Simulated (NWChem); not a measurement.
Molecule: WH6O3; SMILES [OH][WH3]([OH])[OH]

```xyz
10

W      0.0002    -0.0002     0.0703
O     -1.7802     0.4064    -0.4098
H     -2.5515     0.5877     0.1361
O      1.2411     1.3398    -0.4100
H      1.7755     1.9252     0.1354
O      0.5382    -1.7454    -0.4101
H      0.7660    -2.5050     0.1348
H     -0.6886    -0.7448     1.4095
H     -0.3006     0.9688     1.4094
H      0.9891    -0.2240     1.4097
```
Atoms are numbered in this order, from 1.

All runs: NWChem. Structure relaxed at the PBE0/def2-SVP level. Not confirmed as a minimum by frequencies. def2 effective core potentials on W; no spin-orbit coupling. Total energies compare along this basis series because the functional is fixed.

```json
[
 {"level": "Hartree-Fock/def2-SVP", "basis functions": "104", "energy (Ha)": "-294.2825", "highest occupied level (eV)": "-11.21", "orbital gap (eV)": "13.28", "dipole (D)": "0.98", "relative time": "1"},
 {"level": "Hartree-Fock/def2-TZVP", "basis functions": "169", "energy (Ha)": "-294.5952", "highest occupied level (eV)": "-11.13", "orbital gap (eV)": "13.30", "dipole (D)": "0.98", "relative time": "4"},
 {"level": "Hartree-Fock/def2-TZVPD", "basis functions": "217", "energy (Ha)": "-294.5987", "highest occupied level (eV)": "-11.12", "orbital gap (eV)": "12.57", "dipole (D)": "0.91", "relative time": "6"},
 {"level": "Hartree-Fock/def2-TZVPP", "basis functions": "233", "energy (Ha)": "-294.6069", "highest occupied level (eV)": "-11.09", "orbital gap (eV)": "13.25", "dipole (D)": "0.83", "relative time": "7"}
]
```

Relative times are rough (shared machine, one core).
